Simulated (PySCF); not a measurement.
Ge(NMe2)2, SMILES [N](C)(C)[Ge][N](C)C (C4H12GeN2), GFN2-xTB optimised geometry.

```
19

Ge    -0.58    -0.84     0.00
N     -1.00     0.95     0.00
C     -2.32     1.33    -0.46
C     -0.25     2.09     0.49
H     -2.88     1.85     0.33
H     -2.26     1.99    -1.33
H     -2.87     0.43    -0.74
H      0.01     2.78    -0.32
H     -0.85     2.64     1.22
H      0.66     1.74     0.97
N      1.26    -0.84     0.00
C      1.93    -2.04     0.46
C      2.20     0.14    -0.49
H      2.56    -2.47    -0.33
H      2.56    -1.84     1.33
H      1.17    -2.78     0.74
H      2.82     0.55     0.32
H      2.88    -0.32    -1.22
H      1.66     0.94    -0.97
```

Density from PBE0/def2-SVP run with PySCF 2.14.0 at that geometry.

Minimum of the electron density along straight lines between bonded atoms, close to the bond critical point (lines longer than 1.1 times the sum of covalent radii, or with two minima, are not listed):

```
bond     length / Å  ρ at the minimum / e bohr⁻³  ∇²ρ there / e bohr⁻⁵  position (fraction from the first atom)
-------  ----------  ---------------------------  --------------------  ---------------------------------------
Ge1–N2        1.844                        0.131                  0.45                                     0.47
N2–C3         1.445                        0.273                 -0.78                                     0.61
N2–C4         1.441                        0.273                 -0.78                                     0.61
C3–H5         1.096                        0.275                 -1.00                                     0.63
C3–H6         1.097                        0.275                 -1.00                                     0.63
C3–H7         1.091                        0.278                 -1.04                                     0.63
C4–H8         1.098                        0.274                 -0.99                                     0.62
C4–H9         1.097                        0.274                 -1.00                                     0.63
C4–H10        1.087                        0.282                 -1.07                                     0.63
Ge1–N11       1.844                        0.131                  0.45                                     0.47
N11–C12       1.445                        0.273                 -0.78                                     0.61
N11–C13       1.441                        0.273                 -0.78                                     0.61
C12–H14       1.096                        0.275                 -1.00                                     0.63
C12–H15       1.097                        0.275                 -1.00                                     0.63
C12–H16       1.091                        0.278                 -1.04                                     0.63
C13–H17       1.098                        0.274                 -0.99                                     0.62
C13–H18       1.097                        0.274                 -1.00                                     0.63
C13–H19       1.087                        0.282                 -1.07                                     0.63
```
